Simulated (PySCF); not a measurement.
An equivalent PySCF input for C³⁺ (carbon, charge +3), [He] 2s1, 2S determinant, with the spin-free X2C one-electron Hamiltonian (Gaussian nucleus):

```python
from pyscf import gto, scf, dft, mp, cc
import basis_set_exchange as bse
mol = gto.M(atom="C 0 0 0", charge=3, spin=1, symmetry="D2h",
            basis=gto.basis.parse(bse.get_basis("x2c-TZVPPall", elements=["C"], fmt="nwchem", augment_diffuse=1)),
            nucmod="G")
mf = dft.UKS(mol, xc="PBE").sfx2c1e()
mf.irrep_nelec = {'Ag': (2, 1)}
mf.kernel()
```

It reaches the same state as the run whose output follows, with an energy that differs only through the grid. The run itself started from symmetry-adapted Hartree-Fock orbitals and held the occupation by maximum overlap, on a logarithmic radial grid, so the iterations belong to that start.

```
SCF conv_tol = 1e-09
number electrons alpha = 2  beta = 1
XC functionals = PBE
    J. P. Perdew, K. Burke, and M. Ernzerhof.,  Phys. Rev. Lett. 77, 3865 (1996)
    J. P. Perdew, K. Burke, and M. Ernzerhof.,  Phys. Rev. Lett. 78, 1396 (1997)
    J. P. Perdew, K. Burke, and M. Ernzerhof.,  Phys. Rev. Lett. 77, 3865 (1996)
    J. P. Perdew, K. Burke, and M. Ernzerhof.,  Phys. Rev. Lett. 78, 1396 (1997)
cycle= 1 E= -34.7430861849353  delta_E= -0.00114  |g|= 0.00347  |ddm|= 0.0467
cycle= 2 E= -34.7430866275214  delta_E= -4.43e-07  |g|= 0.000303  |ddm|= 0.00148
cycle= 3 E= -34.7430866312543  delta_E= -3.73e-09  |g|= 4.41e-06  |ddm|= 6.1e-05
cycle= 4 E= -34.7430866312552  delta_E= -8.38e-13  |g|= 6.21e-08  |ddm|= 2.49e-06
converged SCF energy = -34.7430866312552  <S^2> = 0.75000043  2S+1 = 2.0000004
```
